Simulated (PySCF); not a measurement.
In(Cl)(Br)(vinyl) (C2H3BrClIn), SMILES [In]([Br])([CH]=C)[Cl].

Geometry optimised at B3LYP-D3(BJ)/def2-SVP. The structure was generated by enumeration; whether it is a known compound was not checked. The def2 effective core potentials stand for the cores of In; spin–orbit coupling is left out. Other conformers were not sampled.

Two levels are set side by side: TDA-PBE/def2-SVPD (PySCF) and TDA-CAM-B3LYP/def2-SVPD (PySCF). Vertical, same geometry. The lowest singlet is HOMO→LUMO+1 99 % with PBE and HOMO→LUMO 83 % with the other functional; states are paired by order. Differences are taken from unrounded values.

```json
[
 {"quantity": "lowest singlet excitation (eV)", "TDA-CAM-B3LYP": "5.26"},
 {"quantity": "lowest triplet excitation (TDA) (eV)", "TDA-CAM-B3LYP": "4.12"},
 {"quantity": "first bright state (f over 0.05) (eV)", "TDA-CAM-B3LYP": "5.65"},
 {"quantity": "its oscillator strength", "TDA-CAM-B3LYP": "0.05"}
]
```

### Question
What does TDA-PBE give, and how far is it from TDA-CAM-B3LYP? (An estimate is asked for; the answer gives what the named calculation found.)

### Answer

```json
[
 {"quantity": "lowest singlet excitation (eV)", "TDA-PBE": "4.21", "TDA-PBE minus TDA-CAM-B3LYP": "-1.05"},
 {"quantity": "lowest triplet excitation (TDA) (eV)", "TDA-PBE": "3.97", "TDA-PBE minus TDA-CAM-B3LYP": "-0.15"},
 {"quantity": "first bright state (f over 0.05) (eV)", "TDA-PBE": "4.79", "TDA-PBE minus TDA-CAM-B3LYP": "-0.86"},
 {"quantity": "its oscillator strength", "TDA-PBE": "0.07", "TDA-PBE minus TDA-CAM-B3LYP": "0.01"}
]
```

A lower first singlet is the usual sign of a functional without exact exchange. Differences between two approximate levels are no errors against the true value.

Rough cost on one machine, each run with all the roots and properties that it gave: TDA-CAM-B3LYP against TDA-PBE about 3 times.
